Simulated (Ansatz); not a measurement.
Mulliken charges of `[OH][Sc]([F])[Cl]` from ωB97M-V/def2-TZVPP in Ansatz (PBE0-D4/def2-TZVP geometry).

| atom | x (Å) | y (Å) | z (Å) | charge (e) |
| --- | --- | --- | --- | --- |
| O1 | 0.602 | 1.127 | 0.369 | -0.509 |
| Sc2 | -0.174 | -0.471 | -0.100 | 1.001 |
| F3 | 0.584 | -2.027 | 0.509 | -0.407 |
| Cl4 | -2.065 | -0.548 | -1.427 | -0.266 |
| H5 | 1.053 | 1.919 | 0.648 | 0.181 |

Q: By hand: the dipole of these point charges (1 e Å = 4.8032 D).

A: Σ q r = (0.022, 0.273, 0.002) e Å, of length 0.274 e Å = 1.32 D.

Q: How does the dipole of the full density compare? (Estimate.)

A: The calculation gave: (0.348, 0.438, 0.223) e Å, 2.89 D; the point charges give 0.46 times that, at 39° from its direction.

Point charges leave out the atoms' own dipoles, such as those of lone pairs, and Mulliken's split depends on the basis, so the two needn't agree.
